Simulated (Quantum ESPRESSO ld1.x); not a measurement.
Input file for ld1.x (Quantum ESPRESSO 7.5):

```
 &input
    zed=45.0,
    iswitch=1,
    rel=2,
    dft='SLA-VWN',
    config='[Ne] 3s1',
    rel_dist='energy',
    verbosity='high',
    lsmall=.true.,
    prefix='ld1',
    max_out_wfc=37,
    file_charge='ld1.rho',
 /
```

Output (excerpt):

```
     Program LD1 v.7.5 starts

     --------------------------- All-electron run ----------------------------

     dirac relativistic calculation

     atomic number is 45.00
     dft =SLA-VWN   lsd =0 sic =0 latt =0  beta=0.20 tr2=1.0E-14
     Exchange-correlation= SLA-VWN
                           (   1   2   0   0   0   0   0)
     mesh =2053 r(mesh) = 100.41760 a.u. xmin = -8.00 dx = 0.00800
     1 Ry =  13.60569312 eV, c = 137.03599908

     n l j   nl                  e(Ry)          e(Ha)          e(eV)
     Spin orbit split results
     1 0 0.5 1S 1( 2.00)   -1835.960152864    -917.980076432 -24979.5104259
     2 0 0.5 2S 1( 2.00)    -382.073047194    -191.036523597  -5198.3686307
     2 1 0.5 2P 1( 2.00)    -366.059752106    -183.029876053  -4980.4966518
     2 1 1.5 2P 1( 4.00)    -355.008000224    -177.504000112  -4830.1299072
     3 0 0.5 3S 1( 1.00)    -154.231260198     -77.115630099  -2098.4231962
     Averaged results
     1 0     1S 1( 2.00)   -1835.960152864    -917.980076432 -24979.5104259
     2 0     2S 1( 2.00)    -382.073047194    -191.036523597  -5198.3686307
     2 1     2P 1( 6.00)    -358.691917518    -179.345958759  -4880.2521554
     3 0     3S 1( 1.00)    -154.231260198     -77.115630099  -2098.4231962

     final scf error:  1.8E-16 reached in  12 iterations

     Etot =   -7666.855696 Ry,   -3833.427848 Ha, -104312.885814 eV

     Ekin =    8049.184894 Ry,    4024.592447 Ha,  109514.739559 eV
     Encl =  -16542.184381 Ry,   -8271.092191 Ha, -225067.884273 eV
     Eh   =     972.485906 Ry,     486.242953 Ha,   13231.344801 eV
     Exc  =    -146.342114 Ry,     -73.171057 Ha,   -1991.085900 eV
```

Run on one thread of a shared host, so times are rough (Intel(R) Xeon(R) Processor @ 2.60GHz): 0.56 s of CPU time, 0.59 s wall, 12 iterations on 2053 mesh points.
